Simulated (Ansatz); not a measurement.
Born–Oppenheimer molecular dynamics of ClH$_{3}$OSn (6 atoms, charge 0, multiplicity 1). It starts at the highest image of a converged band. Of that band: Neighbouring images differ by up to 1.7 eV, so the band resolves the path poorly. A vibrational analysis at the climbing image gives one clearly imaginary mode, 1053i cm⁻¹: a first-order saddle point.

Theory: RKS PBE-D4/def2-SVP (Ansatz).

| Property | Result |
| --- | --- |
| ensemble | NVE (velocity Verlet) |
| time step | 0.5 fs |
| steps asked | 200 |
| starting velocities drawn for | 300 K |
| seed | 6496 |

First frame:

```xyz
6
Properties=species:S:1:pos:R:3
Sn 0.232 -0.006 -0.337
O 0.821 0.212 1.745
H 0.704 -0.616 2.261
H 1.814 0.019 0.471
Cl -1.051 1.957 -0.785
H -0.946 -1.300 -0.428
```

(1) How far do the bonds stretch over the last three quarters of this one trajectory? (Pairs bonded in most of those frames.)

## Answers

(1) 
| bond | mean (Å) | spread (Å) | shortest | longest |
| --- | --- | --- | --- | --- |
| Sn1–Cl5 | 2.440 | 0.032 | 2.38 | 2.48 |
| Sn1–H6 | 1.832 | 0.035 | 1.78 | 1.90 |
| O2–H3 | 1.003 | 0.063 | 0.87 | 1.13 |
| O2–H4 | 1.035 | 0.125 | 0.83 | 1.22 |

Mean temperature of the second half: 2128 K. The conserved energy stayed within 3.2 meV per atom of its start (net change 0.53 meV per atom), so there is no drift, though single steps change it by up to 21 meV in the whole system, a sign of fast motions only just resolved. The kinetic energy rose, since the run started high on the potential surface and went downhill. It ends in pieces (ClHSn + H2O), so much of that is their flight and rotation, not heat. A run of 0.1 ps of so small a system gives no equilibrium averages. The orbitals stay closed-shell, which can raise the energy where a bond breaks towards radicals; this wasn't checked here.

Run time: 3.2 min on 2 threads of Arm Neoverse V1, on a shared host, peak memory 0.12 GiB.
